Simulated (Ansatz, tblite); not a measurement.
Isomers of Na6H6 (singlet), found by a short tight-binding search and relaxed with PBE-D4/def2-SVP in Ansatz.

The xTB rows come from tblite. Correlated methods freeze 6 core orbitals; core or outer-core shells of Na are correlated, in sets that lack core-valence functions.

Other spin states weren't relaxed.

A:

```xyz
12

Na   -0.999   -2.463    0.819
Na    0.524   -0.181    2.486
Na    1.998    2.842    0.492
Na   -1.889   -1.166   -2.342
Na    1.481    0.260   -1.654
Na   -0.849    1.090   -0.013
H     2.642    1.939   -1.200
H    -0.822   -1.726    2.810
H     0.336    2.049    1.579
H    -0.831    0.699   -2.162
H     0.594   -0.745    0.120
H    -2.184   -2.596   -0.935
```

B:

```xyz
12

Na    0.9727    1.6869    1.3987
Na    0.5116   -1.9389    1.3201
Na   -0.5064    1.9372   -1.3187
Na   -0.9747   -1.6829   -1.3947
Na    1.7324   -0.1851   -1.6469
Na   -1.7332    0.1839    1.6425
H    -1.2158    2.0593    0.7161
H     1.2168   -2.0581   -0.7142
H     0.4244   -0.1081    2.4561
H     1.6898    1.7201   -0.6355
H    -0.4229    0.1071   -2.4596
H    -1.6946   -1.7214    0.6362
```

Estimate their order by electronic energy at CAM-B3LYP-D4/def2-TZVP, counted from the lowest.

B (0.0) < A (21.2), in kcal/mol.

Do the other levels pick the same lowest one?

All that were run do. Energies above each level's lowest (kcal/mol):

```json
{"level": "GFN1-xTB", "A": "17.7", "B": "0.0"}
{"level": "GFN2-xTB", "A": "12.7", "B": "0.0"}
{"level": "HF/def2-SVP", "A": "22.2", "B": "0.0"}
{"level": "LDA (SPW92)/def2-TZVP", "A": "23.9", "B": "0.0"}
{"level": "PBE-D4/def2-TZVP", "A": "19.6", "B": "0.0"}
{"level": "r2SCAN-D4/def2-TZVP", "A": "23.2", "B": "0.0"}
{"level": "PBE0-D4/def2-TZVP", "A": "21.0", "B": "0.0"}
{"level": "CAM-B3LYP-D4/def2-TZVP", "A": "21.2", "B": "0.0"}
{"level": "MP2/def2-SVP", "A": "23.2", "B": "0.0"}
{"level": "CCSD/def2-SVP", "A": "22.8", "B": "0.0"}
{"level": "CCSD(T)/def2-SVP", "A": "22.8", "B": "0.0"}
```
Point groups (tolerance 0.1 Å): A not assigned, B D3d. Lower isomers may exist.
